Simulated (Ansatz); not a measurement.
`O/C(F)=[CH]\[GeH3]` + `BN` → `B[NH][GeH3]` + `C=C(O)F`  (ligand exchange at a Ge–C bond)

Isolated molecules relaxed with PBE0-D4/def2-TZVP in Ansatz; ΔE leaves out vibrations. CBS: MP2 limit from def2 TZ/QZ plus the TZ coupled-cluster correction, frozen cores. This one scheme is used for every species. Functionals use def2-TZVPP. For Ge outer-core shells are correlated without core-valence functions, which leaves a few kJ/mol of doubt a bond. Scalar relativity is left out up to krypton. Each species was taken in one conformer, which may not be the lowest.

```json
{"level": "PBE-D4", "ΔE (kcal/mol)": "0.6", "difference from CCSD(T)/CBS": "1.2"}
{"level": "CAM-B3LYP-D4", "ΔE (kcal/mol)": "-0.9", "difference from CCSD(T)/CBS": "-0.3"}
{"level": "ωB97M-V", "ΔE (kcal/mol)": "-0.3", "difference from CCSD(T)/CBS": "0.3"}
{"level": "PBE", "ΔE (kcal/mol)": "0.5", "difference from CCSD(T)/CBS": "1.1"}
{"level": "r2SCAN", "ΔE (kcal/mol)": "0.0", "difference from CCSD(T)/CBS": "0.6"}
{"level": "PBE0", "ΔE (kcal/mol)": "0.2", "difference from CCSD(T)/CBS": "0.8"}
{"level": "r2SCAN0", "ΔE (kcal/mol)": "-0.1", "difference from CCSD(T)/CBS": "0.5"}
{"level": "HF/def2-TZVPP", "ΔE (kcal/mol)": "-2.8", "difference from CCSD(T)/CBS": "-2.2"}
{"level": "CCSD/def2-TZVPP", "ΔE (kcal/mol)": "-1.1", "difference from CCSD(T)/CBS": "-0.5"}
{"level": "CCSD/CBS(def2)", "ΔE (kcal/mol)": "-1.0", "difference from CCSD(T)/CBS": "-0.4"}
{"level": "CCSD(T)/CBS", "ΔE (kcal/mol)": "-0.6", "difference from CCSD(T)/CBS": "0"}
```

Largest T1 diagnostic among the species: 0.013.

Leaving LDA and LC-ωPBE aside and taking each functional with its dispersion term where it has one, the values, not all of them listed here, spread over 1.8 kcal/mol, from BHLYP-D4 to PBE-D4. In def2-TZVPP, CCSD(T) changes the Hartree–Fock value by +2.0 kcal/mol (the triples alone add +0.3 kcal/mol) and MP2 by +2.5 kcal/mol.
